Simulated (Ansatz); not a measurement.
`O[SiH2][BH][GeH3]` + disilane → `[SiH3][SiH2][BH][GeH3]` + silanol  (formal exchange of groups at a B–Si bond)

Isolated molecules relaxed with PBE0-D4/def2-TZVP in Ansatz; ΔE leaves out vibrations. CBS: MP2 limit from def2 TZ/QZ plus the TZ coupled-cluster correction, frozen cores. DFT in def2-TZVPP. B3LYP here is the variant with VWN-RPA as its local correlation; programs differ in this. For Ge outer-core shells are correlated without core-valence functions, which leaves a few kJ/mol of doubt a bond. Scalar relativity is left out up to krypton. Each species was taken in one conformer, which may not be the lowest.

```json
{"level": "PBE-D4", "ΔE (kJ/mol)": "-13.5", "difference from CCSD(T)/CBS": "-0.9"}
{"level": "PBE0-D4", "ΔE (kJ/mol)": "-12.6", "difference from CCSD(T)/CBS": "0.0"}
{"level": "ωB97M-V", "ΔE (kJ/mol)": "-10.9", "difference from CCSD(T)/CBS": "1.7"}
{"level": "B2PLYP", "ΔE (kJ/mol)": "-10.7", "difference from CCSD(T)/CBS": "1.9"}
{"level": "B3LYP", "ΔE (kJ/mol)": "-8.0", "difference from CCSD(T)/CBS": "4.6"}
{"level": "SCS-MP2/def2-TZVPP", "ΔE (kJ/mol)": "-12.7", "difference from CCSD(T)/CBS": "-0.1"}
{"level": "HF/def2-QZVPP", "ΔE (kJ/mol)": "-3.3", "difference from CCSD(T)/CBS": "9.3"}
{"level": "MP2/def2-QZVPP", "ΔE (kJ/mol)": "-15.8", "difference from CCSD(T)/CBS": "-3.2"}
{"level": "HF/CBS(def2)", "ΔE (kJ/mol)": "-3.3", "difference from CCSD(T)/CBS": "9.3"}
{"level": "MP2/CBS(def2)", "ΔE (kJ/mol)": "-15.9", "difference from CCSD(T)/CBS": "-3.3"}
{"level": "CCSD(T)/CBS", "ΔE (kJ/mol)": "-12.6", "difference from CCSD(T)/CBS": "0"}
```

Largest T1 diagnostic among the species: 0.014.

The D4 term adds −3.4 kJ/mol with B3LYP and −2.1 kJ/mol with PBE0; it sums over pairs of atoms, weighted by their polarisabilities, and B3LYP, whose exchange is more repulsive, gets the larger term. In def2-TZVPP, CCSD(T) changes the Hartree–Fock value by −9.1 kJ/mol (the triples alone add −2.1 kJ/mol) and MP2 by −12.5 kJ/mol.
